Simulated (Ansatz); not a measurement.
Cost and result up the ladder for Pd₄H₇ (11 atoms). The state is a doublet with charge 0. Geometry: PBE0-D4/def2-SVP.

Cartesian coordinates in Å:
```
Pd -1.958 0.776 0.128
Pd -0.749 -1.448 -0.887
Pd 0.330 0.174 1.139
Pd 0.308 1.082 -1.421
H 0.017 -2.672 0.036
H 0.352 0.813 2.748
H -1.195 0.155 -1.427
H 1.821 1.883 -1.572
H -0.380 -3.113 -0.577
H 0.082 -0.001 2.845
H 1.372 2.351 -1.011
```

Ansatz on 4 threads of Arm Neoverse V1 on a shared host. Times are rough, and most runs start from the orbitals of an earlier one. ωB97M-V/def2-TZVP serves as the yardstick here, not as an exact answer. Differences are given only for rows in sets of like size (and for xTB, whose basis is part of the method), since another set adds its own error. Binding counts from free atoms at the same level (Pd singlet, H doublet; other spins of the atoms weren't run), without zero-point energy or a counterpoise term.

In the def2 sets Pd takes a core potential; there is no spin–orbit coupling. Correlated methods freeze no core orbitals; core or outer-core shells of Pd are correlated, in sets that lack core-valence functions. In the doublet, H5 and H9 lie 0.85 Å apart, H8 and H11 lie 0.86 Å apart, H6 and H10 lie 0.86 Å apart (atoms count from 1), so H2 has formed as a molecule. No other spin state of charge 0 was run. Another isomer (doublet) lies 0.04 eV lower at PBE0-D4/def2-TZVP; other spin states weren't run for this one.

Correlated methods converge slowly with the basis.

```
                         level  functions  wall time  binding energy per atom (eV)  difference from ωB97M-V/def2-TZVP (eV)
         LDA (SPW92)/def2-TZVP        202        4 s                          2.79                                    0.67
               PBE-D4/def2-SVP        159        7 s                          2.35                                       –
PBE-D4/def2-TZVP (with forces)        202      8.5 s                          2.37                                    0.24
              PBE0-D4/def2-SVP        159       11 s                          2.18                                       –
                 MP2/def2-TZVP        202       16 s                          2.18                                    0.05
             PBE0-D4/def2-TZVP        202       16 s                          2.19                                    0.07
           r2SCAN-D4/def2-TZVP        202       19 s                          2.45                                    0.32
             ωB97M-V/def2-TZVP        202    2.5 min                          2.13                                    0.00
```
